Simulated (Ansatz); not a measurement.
This geometry of Cl2FGeHO + H4OSi (12 atoms, charge 0, multiplicity 1) is a first-order saddle point.

All numbers below come from Ansatz 0.2.0, RKS PBE/def2-SVP.

```xyz
12
Properties=species:S:1:pos:R:3
Ge 0.135 -0.205 -0.018
O 0.297 0.216 1.879
H -0.513 0.662 2.197
Cl 2.007 0.542 -0.757
F -1.133 1.025 -0.111
Cl -0.729 -1.474 -1.600
O 0.573 -1.839 1.041
Si 0.414 -3.531 0.816
H 1.172 -3.929 -0.410
H 1.028 -4.142 2.041
H -1.029 -3.927 0.722
H 0.433 -1.056 1.893
```

(1) Which two structures does it join? (They come from a converged band through this point; their orientation in space is the band's.)

(2) How far does it lie above each of them?

Results:

(1) Bonds broken: Ge1–O2, O7–H12. Bonds formed: Ge1–O7, O2–H12. Cl2FGeHO + H4OSi becomes Cl2FGeH5O2Si.

First end point:

```xyz
12
Properties=species:S:1:pos:R:3
Ge -0.008 -0.003 0.066
O -0.358 0.217 1.815
H -0.756 1.106 1.909
Cl 2.025 0.122 -0.638
F -0.651 1.554 -0.468
Cl -1.267 -1.355 -1.074
O 0.717 -1.925 1.175
Si 0.632 -3.593 0.789
H 1.179 -3.706 -0.596
H 1.497 -4.330 1.772
H -0.773 -4.114 0.879
H 0.420 -1.631 2.062
```

Last end point:

```xyz
12
Properties=species:S:1:pos:R:3
Ge 0.094 -0.508 -0.077
O 0.553 0.484 1.962
H -0.345 0.813 2.174
Cl 1.705 0.715 -0.810
F -1.407 0.333 0.316
Cl -0.561 -1.557 -1.887
O 0.453 -1.883 1.015
Si 0.388 -3.555 0.680
H 1.312 -3.927 -0.442
H 0.854 -4.196 1.956
H -1.014 -3.999 0.378
H 0.624 -0.379 2.426
```

(2) 11.1 kcal/mol above the first and 14.3 kcal/mol above the second. This is the barrier of this one path; another mechanism may lie lower. The orbitals stay closed-shell, which can raise the energy where a bond breaks towards radicals; this wasn't checked here.

Time of the run: 3.3 min on 4 threads of Intel(R) Xeon(R) Platinum 8488C (Sapphire Rapids), on a shared host, peak memory 0.27 GiB.
